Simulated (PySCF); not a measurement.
# Two-component Hartree-Fock for Nd²⁰⁺ (neodymium, charge +20)

Start: [Kr] 4d4; 4d3/2 filled at m_j = -3/2, -1/2, +1/2, +3/2. Calculated with PySCF 2.14 in an uncontracted even-tempered set (18 s from 1.3 bohr⁻², ratio 2.8; 14 p from 1.7 bohr⁻², ratio 2.8; 9 d from 1.7 bohr⁻², ratio 2.8; 4 f from 6.9 bohr⁻², ratio 3): generalised Hartree-Fock with the X2C-1e Hamiltonian and a Gaussian nucleus; spin-orbit coupling (SO) screened by Boettger's factors.

| spinor shell | electrons | ε, screened SO (eV) | weight of nominal j (screened SO) | rms radius, screened SO (bohr) |
| --- | --- | --- | --- | --- |
| 1s1/2 | 2 | -44321.0 | 1.000 | 0.0269 |
| 2s1/2 | 2 | -7736.1 | 1.000 | 0.109 |
| 2p1/2 | 2 | -7335.8 | 1.000 | 0.0938 |
| 2p3/2 | 4 | -6808.8 | 1.000 | 0.0998 |
| 3s1/2 | 2 | -2133.8 | 1.000 | 0.283 |
| 3p1/2 | 2 | -1962.9 | 1.000 | 0.274 |
| 3p3/2 | 4 | -1853.5 | 1.000 | 0.286 |
| 3d3/2 | 4 | -1561.2 | 0.996 | 0.257 |
| 3d5/2 | 6 | -1533.8 | 0.998 | 0.261 |
| 4s1/2 | 2 | -812.01 | 1.000 | 0.610 |
| 4p1/2 | 2 | -747.24 | 0.980 | 0.620 |
| 4p3/2 | 4 | -708.04 | 0.990 | 0.643 |
| 4d3/2 | 4 | -603.03 | 0.930 | 0.658 |

```
   quantity  screened SO
E (hartree)  -9460.66901
        M_J            0
       ⟨J²⟩        0.562
       ⟨L²⟩        3.253
       ⟨S²⟩        3.252
```

The determinant has a definite M_J but mixes levels of different J.

Each row is a mean over spinors that exchange with the open shell spreads, by up to 7.815 eV (4s1/2).

Breit and QED terms are absent; they matter most for the inner s and p1/2 levels.

Densities and radii are taken from the X2C orbitals without a picture-change correction, which distorts them close to the nucleus.
